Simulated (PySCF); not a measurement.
One molecule, a ladder of functionals, a line

Molecule: `InChI=1S/C3H5NO.Al.3H/c4-2-1-3-5;;;;/h5H,1,3H2;;;;`.

Atoms are numbered as in `[OH:1][CH2:2][CH2:3][C:4]#[N+:5][AlH3-:6]`; H(Xn) means a hydrogen on atom n.

GIAO shieldings (ppm, equivalent atoms averaged) in PySCF on the PBE0-D3(BJ)/def2-SVP geometry, basis pcSseg-1, gas phase, non-relativistic:

```csv
functional,exact exchange (%),σ(O1),σ(C2),σ(C3),σ(Al6)
BLYP,0,263.5,107.0,149.6,424.1
BP86,0,269.0,112.4,154.1,424.8
PBE,0,267.9,112.9,154.6,424.7
PBE0,25,284.1,121.2,159.7,436.4
mPW1PW91,25,283.7,120.3,158.8,436.7
BHandHLYP,50,292.7,123.2,160.1,446.9
HF,100,310.7,136.4,169.5,476.9
```

(1) Fit each shielding as a line in the percentage of exact exchange.

(2) What does the line predict for B3LYP (20 %), and what does the run give?

## Answers

(1) σ(O1) = 269.0 + 0.44 x (rms 3.2 ppm); σ(C2) = 111.9 + 0.25 x (rms 2.4 ppm); σ(C3) = 153.4 + 0.16 x (rms 1.9 ppm); σ(Al6) = 423.9 + 0.51 x (rms 1.3 ppm). The functionals also differ in their semilocal parts, which the line can't hold; Hartree–Fock has no correlation at all.

(2) σ(O1): 277.8 predicted, 277.5 computed; σ(C2): 116.9 predicted, 114.2 computed; σ(C3): 156.6 predicted, 154.2 computed; σ(Al6): 434.1 predicted, 432.5 computed ppm.
